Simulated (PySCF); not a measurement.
# SbS⁺: frontier orbitals

MN15 at R = 2.158 Å; Sb x2c-SVPall, S x2c-SVPall; spin-free X2C with a Gaussian nucleus (PySCF 2.14). State: ¹Σ⁺ (singlet), closed shell. Only the outer orbitals are listed, counted within each symmetry.

| orbital | occ. | ε (eV) | on Sb (%) | main shells (%) |
| --- | --- | --- | --- | --- |
| 13σ | 2 | -27.49 | 29 | 67 S s, 23 Sb s |
| 14σ | 2 | -21.52 | 66 | 65 Sb s, 25 S s, 8 S p |
| 15σ | 2 | -16.07 | 45 | 50 S p, 35 Sb p, 9 Sb s |
| 7π | 2 | -15.44 | 33 | 66 S p, 31 Sb p |
| 7π | 2 | -15.44 | 33 | 66 S p, 31 Sb p |
| 8π | 0 | -9.47 | 70 | 69 Sb p, 30 S p |
| 8π | 0 | -9.47 | 70 | 69 Sb p, 30 S p |
| 16σ | 0 | -5.20 | 76 | 63 Sb p, 26 S p, 9 Sb d |

Question: Which are the highest filled and the lowest empty level, where do they sit, and how wide is the gap?

Answer: Highest filled 7π at -15.44 eV (in %: 66 S p, 31 Sb p); lowest empty 8π at -9.47 eV (in %: 69 Sb p, 30 S p); the gap at MN15 is 5.97 eV.

```json
{
  "bond order (Mayer)": "2.71",
  "⟨S²⟩": "0.000",
  "charge on Sb (Mulliken, basis-dependent)": "0.85",
  "charge on Sb (Löwdin, basis-dependent)": "0.76",
  "dipole moment (positive dipole points towards S; it is taken about the centre of mass and depends on that origin)": "-1.17 D"
}
```

Spin–orbit coupling is left out.
